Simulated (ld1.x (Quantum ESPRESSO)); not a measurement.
boron TM: all-electron and pseudo phase curves

```
Element                 : boron
Generator               : ld1.x (Quantum ESPRESSO) 7.5
Type                    : norm-conserving Troullier–Martins (Kleinman–Bylander form)
Functional              : LDA (PZ)
Relativity              : non-relativistic
Frozen core             : [He]
Valence charge          : 3
Reference configuration : 2s1.75 2p1.25
Partial waves           : 2s (bound): rc 1.35 bohr; 3d channel at 0.2 Ry: rc 2.45 bohr; 2p (bound): rc 2.50 bohr
Local potential         : the p channel
Core correction         : Bessel-smoothed model core inside 0.95 bohr
```

The phase is arctan(r·u′/u) with u = r·R(r), unwrapped; energies in Ry, scanned from -3 to 5 Ry. A pole is an energy at which the radial function vanishes at the test radius. The pseudo phase is shifted by a multiple of π to meet the all-electron one at the reference energy, and phase errors are pseudo minus all-electron; the curves can meet again beyond the range given. Levels narrower than the energy grid can be missing from the lists of poles.

| channel | radius (bohr) | reference energy (Ry) | poles, all-electron | poles, pseudo | unbroken range about the reference energy with phases within 0.05 rad | phase error 1 Ry above the reference energy (rad) |
| --- | --- | --- | --- | --- | --- | --- |
| s | 2.71 | -0.70 | -0.18 | -0.17, 4.69 | below 1.4 | +0.007 |
| p | 2.71 | -0.28 | 0.26, 4.61 | 0.28 | below 1.1 | +0.022 |
| d | 2.71 | 0.20 | 2.90 | 2.72 | below 3.2 | -0.022 |

Phases in the s channel:

```csv
E (Ry),all-electron,pseudo
-3.00,1.325,1.327
-2.52,1.291,1.293
-2.04,1.235,1.237
-1.56,1.116,1.119
-1.08,0.632,0.637
-0.60,-1.209,-1.209
-0.12,-1.594,-1.590
0.36,-1.732,-1.724
0.84,-1.850,-1.834
1.32,-2.027,-1.990
1.80,-2.462,-2.345
2.28,-3.580,-3.382
2.76,-4.244,-4.199
3.24,-4.466,-4.461
3.72,-4.571,-4.581
4.20,-4.634,-4.654
4.68,-4.679,-4.711
```
